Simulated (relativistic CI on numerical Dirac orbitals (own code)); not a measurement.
## Mn²⁺ in a cubic cluster: L2,3 absorption with charge transfer

Computed with a charge-transfer multiplet model of a cubic metal-ligand cluster with up to 3 ligand holes, Slater and spin-orbit integrals from Dirac-Coulomb-Breit ions, Slater integrals scaled by 0.8. The ground state mixes d5 with configurations of k ligand holes L, whose averages lie at kΔ + k(k − 1)U_dd/2; a core hole lowers each added d electron by U_cd. 20 K, Lorentzian 0.4 eV and Gaussian 0.3 eV FWHM.

Atomic integrals in eV (Slater integrals scaled, ζ unscaled), ground: F2dd 8.204, F4dd 5.095, zeta_d 0.037; with the core hole: F2dd 8.873, F4dd 5.517, zeta_d 0.052, zeta_core 6.792, F2cd 5.084, G1cd 3.747, G3cd 2.127.

Cluster parameters (eV): Δ = 4.6, U_dd = 5.9, 10Dq = 0.8, 10Dq(ligand) = 0.8, V(eg) = 1.65, V(t2g) = -0.72, final-state hopping factor = 0.9.

```csv
Case,n_d,d5,d6L,d7L2,d8L3,S
U_cd = 6.1 eV,5.13,0.88,0.12,0.00,0.00,2.50
U_cd = 7.3 eV,5.13,0.88,0.12,0.00,0.00,2.50
U_cd = 7.9 eV,5.13,0.88,0.12,0.00,0.00,2.50
```

Weights, n_d and S are thermal averages at 20 K. Photon energies count from the first peak over 30 % of the highest in each spectrum, which can be another peak from case to case. The parameters are a model scan and need not match a compound or its usual spin state. Peaks in eV (height, largest 100):
- U_cd = 6.1 eV: -1.2 (25), 0.0 (100), 3.2 (10), 9.8 (15), 11.3 (18), 12.0 (19)
- U_cd = 7.3 eV: -1.3 (27), 0.0 (100), 3.0 (9), 9.7 (15), 11.2 (19), 12.0 (19)
- U_cd = 7.9 eV: -1.3 (27), 0.0 (100), 3.0 (9), 9.7 (15), 11.2 (20), 12.0 (19)

Curve for U_cd = 6.1 eV (points under 2 left out, the grid thinned):

E (eV), Intensity and a bar:
```
     -2.6        2.1 
     -2.3        3.3 
     -2.0        6.7 ##
     -1.7       13.3 ####
     -1.4       22.4 #######
     -1.1       23.6 #######
     -0.8       19.7 ######
     -0.5       32.7 ##########
     -0.2       79.0 #########################
      0.1       93.1 ##############################
      0.4       57.7 ##################
      0.8       40.9 #############
      1.1       31.4 ##########
      1.4       28.8 #########
      1.7       16.5 #####
      2.0        9.8 ###
      2.3        8.0 ##
      2.6        7.7 ##
      2.9        8.8 ##
      3.2       10.1 ###
      3.5        8.2 ##
      3.8        7.6 ##
      4.1        6.2 #
      4.4        3.8 #
      4.7        3.1 
      5.0        3.0 
      5.3        2.9 
      5.6        2.6 
      5.9        2.1 
      8.9        2.7 
      9.2        4.9 #
      9.5       11.0 ###
      9.8       14.8 ####
     10.1       10.3 ###
     10.5       10.9 ###
     10.8       12.7 ####
     11.1       15.7 #####
     11.4       18.0 #####
     11.7       17.9 #####
     12.0       19.2 ######
     12.3       17.2 #####
     12.6        8.3 ##
     12.9        3.9 #
     13.2        2.7 
     13.5        2.0
```

For the case U_cd = 7.3 eV, Δ = 4.6 eV is smaller than U_dd = 5.9 eV, the charge-transfer side of the Zaanen-Sawatzky-Allen scheme. With the core hole the configuration with one ligand hole lies at Δ + U_dd − U_cd = 4.4, 3.2, 2.6 eV from the one without, in the order of the table; where this is negative the screened configuration lies lower, though the effective hopping of about 2.3 eV (from the holes of the mixed ground state) mixes the two strongly wherever it is as large as the gap.
